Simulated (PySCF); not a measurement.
Two species compared at the same levels of theory.

First species: C7H12FNSi.
InChI=1S/C7H12FNSi/c1-2-7(3-4-9)5-10-6-8/h5H,2-3,6,10H2,1H3/b7-5+

Second species: C5H11FO2Si2.
SMILES: `CC(=O)O[SiH2]C/C=C(/F)[SiH3]`

Levels: PBE0/pcSseg-1 for dipole moment, HOMO energy, LUMO energy and HOMO–LUMO gap; GFN2-xTB for rotational constant A and rotational constant C. Geometries: GFN2-xTB. Each structure is a single optimised conformer of the isolated species, non-relativistic unless stated; the electronic structure was computed with PySCF and density fitting.

The conformers computed, where there is a choice (atom-mapped SMILES and torsion angles):
- `[CH3:1][CH2:2]/[C:3](=[CH:4]\[SiH2:5][CH2:6][F:7])[CH2:8][C:9]#[N:10]`: C1–C2–C3–C4 97°, C3–C4–Si5–C6 -174°, C4–Si5–C6–F7 -178°, C2–C3–C8–C9 -69°
- `[CH3:1][C:2](=[O:3])[O:4][SiH2:5][CH2:6]/[CH:7]=[C:8](/[F:9])[SiH3:10]`: C1–C2–O4–Si5 178°, C2–O4–Si5–C6 -179°, O4–Si5–C6–C7 172°, Si5–C6–C7–C8 -104°

Values for the first species:

| Quantity | Value |
| --- | --- |
| Dipole moment | 3.51 D |
| HOMO energy | -8.03 eV |
| LUMO energy | -0.96 eV |
| HOMO–LUMO gap | 7.07 eV |
| Rotational constant A | 1.963 GHz |
| Rotational constant C | 0.399 GHz |

Problem. Estimate the same properties for the second species, and the change in each.

Solution. 
```
             property      first     second  second less first
        dipole moment     3.51 D     3.02 D            -0.49 D
          HOMO energy   -8.03 eV   -7.14 eV           +0.89 eV
          LUMO energy   -0.96 eV   -0.47 eV           +0.49 eV
        HOMO–LUMO gap    7.07 eV    6.67 eV           -0.40 eV
rotational constant A  1.963 GHz  2.162 GHz         +0.199 GHz
rotational constant C  0.399 GHz  0.325 GHz         -0.074 GHz
```

On the first: The dipole equals about 11.7 × 10⁻³⁰ C·m (1 D = 3.33564 × 10⁻³⁰ C·m). A dipole of 3.51 D is allowed in C1, and pure rotational transitions are dipole-allowed.

On the second: A dipole of 3.02 D is allowed in C1, and pure rotational transitions are dipole-allowed. In atomic units the dipole is 1.19 e·bohr (1 au = 2.5417 D).
